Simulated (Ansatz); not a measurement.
`C[SiH2]B(F)F` → `BC(F)[SiH2]F`  (isomerisation)

Calculated with Ansatz (gas phase, PBE0-D4/def2-TZVP geometries, no zero-point term in ΔE). CBS: MP2 limit from def2 TZ/QZ plus the TZ coupled-cluster correction, frozen cores. Functionals use def2-TZVPP. B3LYP here is the variant with VWN-RPA as its local correlation; programs differ in this. Each species was taken in one conformer, which may not be the lowest.

```tsv
level	ΔE (kJ/mol)	difference from CCSD(T)/CBS
PBE-D4	251.7	2.9
r2SCAN-D4	250.3	1.5
B3LYP-D4	244.3	-4.5
ωB97X-V	244.4	-4.4
HF/def2-TZVPP	243.8	-5.0
MP2/def2-TZVPP	255.4	6.6
CCSD(T)/def2-TZVPP	254.1	5.3
HF/def2-QZVPP	242.0	-6.8
MP2/def2-QZVPP	251.7	2.9
CCSD/CBS(def2)	247.5	-1.3
CCSD(T)/CBS	248.8	0
```

Largest T1 diagnostic among the species: 0.013.

In def2-TZVPP, CCSD(T) changes the Hartree–Fock value by +10.3 kJ/mol (the triples alone add +1.3 kJ/mol) and MP2 by +11.6 kJ/mol.
